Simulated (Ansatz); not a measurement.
Geometry optimisation, Ansatz 0.2.0, RKS LDA/def2-SVP.

input.yaml

```yaml
crystal:
  periodic: [false, false, false]
  atoms:
    - { symbol: B, position_ang: [0.101353, -0.14705, 0.020726] }
    - { symbol: H, position_ang: [0.14506, -0.417364, 1.198879] }
    - { symbol: C, position_ang: [1.402373, -0.06324, -0.793702] }
    - { symbol: H, position_ang: [1.55723, -1.142638, -1.076616] }
    - { symbol: H, position_ang: [1.329875, 0.485023, -1.754461] }
    - { symbol: H, position_ang: [2.313947, 0.226863, -0.231183] }
    - { symbol: H, position_ang: [-1.003617, -0.098061, -0.495263] }
    - { symbol: Br, position_ang: [-0.180837, 2.851387, 1.198107] }
    - { symbol: H, position_ang: [-0.044884, 1.38968, 1.561911] }
basis:
  gaussian: { orbitals: def2-SVP }
hamiltonian:
  xc: lda
relax:
  f_tol: 0.03
  max_steps: 50
```

Run as:

```bash
$ ansatz run input.yaml --threads 2 --pin off --max-ram 3072MiB --backend cpu --events-out ev --progress --plain --runs-dir out
```

Task: Where does it end, and by what steps?

Result: It converged. After 22 steps the energy has fallen by 0.796 eV; H9 moved furthest, 1.41 Å. Parted: Br8–H9 (1.51 → 2.65 Å). Joined: B1–Br8 (3.23 → 1.96 Å), H2–H9 (1.85 → 0.86 Å).

```tsv
step	energy less start (eV)	largest force component (eV/Å)	accepted
0	0.0000	1.272	yes
1	-0.1301	0.308	yes
2	-0.1732	0.767	yes
3	-0.2248	0.749	yes
4	-0.2908	0.730	yes
5	-0.3928	2.097	yes
6	-0.5408	1.251	yes
7	-0.6603	1.053	yes
8	-0.7229	0.252	yes
9	-0.7294	0.181	yes
10	-0.7173	0.309	no
11	-0.7353	0.073	yes
12	-0.7409	0.109	yes
13	-0.7473	0.198	yes
14	-0.6876	1.165	no
15	-0.7607	0.265	yes
16	-0.7700	0.447	yes
17	-0.7879	0.211	yes
18	-0.7731	0.246	no
19	-0.7959	0.048	yes
20	-0.7959	0.073	no
21	-0.7963	0.052	yes
22	-0.7963	0.018	yes
```

```xyz
9
Properties=species:S:1:pos:R:3
B 0.086 0.584 0.093
H -0.319 -0.167 1.234
C 1.379 0.090 -0.665
H 1.461 -1.017 -0.718
H 1.300 0.459 -1.711
H 2.324 0.504 -0.254
H -0.976 0.044 -0.229
Br -0.113 2.499 0.470
H 0.479 0.091 1.409
```

Whether the end is a true minimum wasn't checked by a vibrational analysis.

The run took 16 s on 2 threads of Intel(R) Xeon(R) Platinum 8488C (Sapphire Rapids), on a shared host, peak memory 0.14 GiB.
